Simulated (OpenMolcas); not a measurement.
Ta.

* Program: OpenMolcas
* Basis: ANO-RCC-VQZP [9s8p6d4f3g2h]
* Scalar Hamiltonian: DKH2, point nucleus
* Active space: 3 electrons in 5 orbitals (5d)
* State averaging: 2S+1 = 4 even, 10 roots; 2S+1 = 2 even, 40 roots
* Spin-orbit coupling: state interaction with AMFI integrals over the reference wave functions, term energies averaged over their components

Two sets of levels on these reference wave functions, in cm⁻¹ above 5d³ 6s² ⁴F_3/2: one from CASSCF and one from MS-CASPT2, IPEA 0.25 Eh, imaginary shift 0.1 Eh (closed shells correlated: 5s 5p 6s).

```csv
Level,Set 1,Set 2
5d³ 6s² ⁴F_3/2,0.0,0.0
5d³ 6s² ⁴F_5/2,2350,2070
5d³ 6s² ⁴F_7/2,4520,4280
5d³ 6s² ⁴F_9/2,6260,6360
5d³ 6s² ⁴P_1/2 [67 %],8680,11300
5d³ 6s² ²G_7/2,10490,13070
5d³ 6s² ⁴P_5/2,11980,14290
5d³ 6s² ²P_1/2 [67 %],13480,17220
5d³ 6s² ²H_11/2,15860,18260
5d³ 6s² ²D_5/2(1),15770,20000
5d³ 6s² ²P_3/2 [58 %],17850,22000
5d³ 6s² ²F_7/2,20630,26210
5d³ 6s² ²F_5/2,20680,26460
5d³ 6s² ²D_5/2(2),31170,39390
5d³ 6s² ²D_3/2(2),31460,39770
```

Problem. Which set is which?

Solution. Set 1 is MS-CASPT2. Its levels of the other terms of 5d³ 6s² lie at 0.77 to 0.87 of the other set's values, as expected, since terms of lower spin or lower L gain more correlation energy than the Hund ground term. Against 5 measured levels (NIST Handbook of Basic Atomic Spectroscopic Data) the mean absolute deviation is 1400 cm-1 with it and 2300 cm-1 without; single levels miss by up to 2700 cm-1 with it.

CASPT2 does not keep the components of a term degenerate, so their means are used; among the terms shown or strongly mixed into the levels shown the widest spread is 1000 cm-1 (5d³ 6s² ⁴F, MS-CASPT2). With the s shell closed, the reference lacks s² → p², s² → d² and s → d mixing, so excited terms can stand far too high and out of order, with CASPT2 too. Without dynamic correlation excited terms often stand tens of per cent too high (terms of higher spin than the ground term too low), and those without a measured partner can miss by more than the paired ones (holds for CASSCF). The CASPT2 spread within a term exceeds the gap to the next term for 5d³ 6s² ²G and 5d³ 6s² ⁴P, so the order of their levels is uncertain (holds for MS-CASPT2). Some terms miss by over 15 % even with CASPT2, which points to a basis or an active space too small for the shells correlated (holds for MS-CASPT2). Computed and measured levels are paired by configuration, term and J; levels that our copy of the source lacks, or whose pairing is in doubt (as where it misses far off the trend of its configuration), stay unpaired and out of the deviations. Only configurations of the active space appear. The table leaves out levels that lie high or whose names do not pair safely across all columns.

A share in square brackets marks a mixed level and gives the weight of the term that names it, the lowest over the columns. A number in round brackets counts repeated terms of one configuration in the order of the reference energies.
